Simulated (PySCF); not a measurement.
## Correlation energy of Zn²⁺ (zinc, charge +2)

[Ar] 3d9 4s1, high-spin 3D determinant (an excited configuration). Computed with PySCF 2.14 in x2c-TZVPPall with one added diffuse shell each of s, p, d, f type (7s6p5d3f1g, 80 functions), with scalar relativity by spin-free X2C-1e. Frozen: [Ne]; 18 electrons correlated.

```tsv
level	correlation energy (mhartree)
CCSD	-624.47
(T)	-9.70
CCSD(T)	-634.17
```

Diagnostics: T1 = 0.0075, D1 = 0.0190, largest double amplitude 0.013.

Q: Is a single reference adequate?

A: Yes: T1 lies below 0.03 and no double amplitude reaches 0.07.

This basis was not built for core-valence correlation, so the inner-shell part is incomplete.
